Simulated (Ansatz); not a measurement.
Consider the cleavage of the Si–Al bond: `F[CH2][AlH][SiH3]` + `[OH][Ge][O][SiH3]` → `[SiH3][O][Ge][O][SiH3]` + `F[CH2][AlH2]`.

Program: Ansatz. Geometries: PBE0-D4/def2-TZVP. ΔE: electronic, gas phase. CBS: MP2 limit from def2 TZ/QZ plus the TZ coupled-cluster correction, frozen cores. For Ge outer-core shells are correlated without core-valence functions, which leaves a few kJ/mol of doubt a bond. Scalar relativity is left out up to krypton. One conformer a species, not always the lowest.

```
                 species  CCSD(T)/CBS(def2) energy (Eh)
     `F[CH2][AlH][SiH3]`                     -672.50700
     `[OH][Ge][O][SiH3]`                    -2518.03462
`[SiH3][O][Ge][O][SiH3]`                    -2808.35196
          `F[CH2][AlH2]`                     -382.22364
```

Question: Work out ΔE.

Answer: ΔE = (-2808.35196) + (-382.22364) − (-672.50700) − (-2518.03462) = -0.03398 Eh = -0.92 eV.

Largest T1 diagnostic among the species: 0.015.

From PBE to PBE0 (25 % exact exchange), in def2-TZVPP and without D4, ΔE moves by −0.09 eV. In def2-TZVPP, CCSD(T) changes the Hartree–Fock value by +0.25 eV (the triples alone add +0.03 eV) and MP2 by +0.15 eV. Leaving LDA and LC-ωPBE aside and taking each functional with its dispersion term where it has one, the values, not all of them listed here, spread over 0.42 eV, from BHLYP-D4 to PBE-D4. LDA lies −0.04 eV from PBE without D4.
